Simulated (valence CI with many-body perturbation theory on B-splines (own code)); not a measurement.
# How close is CI+MBPT for Xe III?

Level of theory: configuration interaction combined with many-body perturbation theory (CI+MBPT): six valence electrons over a frozen Dirac-Fock core [Kr] 4d10, radial functions for each j: 9 s, 9 p, 8 d, 6 f, 3 g, 1 h, with the one-electron correlation potential Σ1 (screened to all orders), the two-electron term Σ2, the three-electron term Σ3, Breit, model QED; selected single and double excitations, second order for the rest, scaled by the run's own slope (own B-spline code, finite nucleus).

Set against measurement, 29 paired levels are off by 195 cm⁻¹ on average, the worst by 442. These come from a selection out of Saloman, J. Phys. Chem. Ref. Data 33, 765 (2004). Levels without a partner in it may be off by more. Among the levels kept, up to 1200 cm⁻¹ of a level comes from second order outside the variational space, and about a tenth of that is noise between levels of different J, which matters for small intervals.

Measured levels: Saloman, J. Phys. Chem. Ref. Data 33, 765 (2004). Pairs share parity and J, and are chosen by configuration, term and nearness in energy; levels without a clear partner are left out. Energies in cm⁻¹ above the measured ground level.

Names give the largest LS component (configuration and term), which can be under half, so a name can repeat, a term be missing and a line seem to break the LS rules; names also repeat where a configuration has a term twice. Letters in brackets count levels of one name in rising energy.

```
    Computed label  Label in the source  Measured  Computed  Difference
       5s²5p⁴ ³P_2           5s2 5p4 3P         0       0.0           0
       5s²5p⁴ ³P_0           5s2 5p4 3P    8130.1    8169.9         +40
       5s²5p⁴ ³P_1           5s2 5p4 3P    9794.4    9759.5         -35
       5s²5p⁴ ¹D_2           5s2 5p4 1D   17098.7   17078.0         -21
       5s²5p⁴ ¹S_0           5s2 5p4 1S   36102.9   36170.1         +67
       5s5p⁵ ³P°_2           5s 5p5 3P°   98262.5   97885.2        -377
       5s5p⁵ ³P°_1           5s 5p5 3P°  103568.2  103208.8        -359
       5s5p⁵ ³P°_0           5s 5p5 3P°  108333.8  107891.5        -442
    5s²5p³5d ⁵D°_3  5s2 5p3(4S°) 5d 5D°  111605.4  111278.0        -327
    5s²5p³5d ⁵D°_2  5s2 5p3(4S°) 5d 5D°  111856.4  111521.1        -335
    5s²5p³5d ⁵D°_4  5s2 5p3(4S°) 5d 5D°  112271.8  111909.7        -362
    5s²5p³5d ⁵D°_1  5s2 5p3(4S°) 5d 5D°  112449.9  112115.3        -335
    5s²5p³5d ⁵D°_0  5s2 5p3(4S°) 5d 5D°  112693.9  112339.3        -355
    5s²5p³5d ³D°_2  5s2 5p3(4S°) 5d 3D°  117240.1  116994.2        -246
    5s²5p³5d ¹P°_1  5s2 5p3(2D°) 5d 1P°  119026.0  118833.0        -193
    5s²5p³5d ³D°_3  5s2 5p3(4S°) 5d 3D°  121229.6  120952.4        -277
    5s²5p³6s ⁵S°_2  5s2 5p3(4S°) 6s 5S°  121475.9  121358.6        -117
5s²5p³5d ³D°_1 [a]  5s2 5p3(4S°) 5d 3D°  121922.8  121673.4        -249
    5s²5p³5d ³F°_2  5s2 5p3(2D°) 5d 3F°  124691.3  124385.3        -306
    5s²5p³6s ³S°_1  5s2 5p3(4S°) 6s 3S°  125617.1  125642.4         +25
    5s²5p³5d ³F°_3  5s2 5p3(2D°) 5d 3F°  126119.8  125835.9        -284
5s²5p³5d ³F°_4 [a]  5s2 5p3(2D°) 5d 3G°  127782.1  127545.0        -237
    5s²5p³5d ³G°_3  5s2 5p3(2D°) 5d 3G°  128349.1  128257.5         -92
5s²5p³5d ³F°_4 [b]  5s2 5p3(2D°) 5d 3F°  130173.7  129947.0        -227
    5s²5p³5d ³G°_5  5s2 5p3(2D°) 5d 3G°  132159.9  132000.5        -159
    5s²5p³5d ¹G°_4  5s2 5p3(2D°) 5d 1G°  132711.8  132603.8        -108
5s²5p³5d ³D°_1 [b]  5s2 5p3(2D°) 5d 3D°  133234.0  133248.6         +15
    5s²5p³6s ³D°_2  5s2 5p3(2D°) 6s 3D°  134667.4  134659.6          -8
    5s²5p³5d ¹D°_2  5s2 5p3(2P°) 5d 1D°  136367.5  136337.6         -30
    5s²5p³6s ³D°_1  5s2 5p3(2D°) 6s 3D°  138145.5  138174.5         +29
```

Over 29 excited levels the mean absolute difference is 195 cm⁻¹, the median 227 and the largest 442. The comparison draws on a selection of the measured levels: 30 of the 31 computed ones have a partner in it, and others may be off by more.
